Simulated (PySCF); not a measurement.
A structure optimised at B3LYP-D3(BJ)/def2-TZVPD, used in a PySCF frequency run:

```xyz
5

Ti     0.0000     0.0000     0.0000
H      0.9798     0.9798     0.9798
H     -0.9798     0.9798    -0.9798
H     -0.9798    -0.9798     0.9798
H      0.9798    -0.9798    -0.9798
```
Charge 0, spin multiplicity 1.

Q: Write its SMILES, formula and point group.

A: [TiH4], H4Ti, Td

Q: What are its rotational constants (standard atomic weights)?

A: 65.284, 65.284, 65.284 GHz
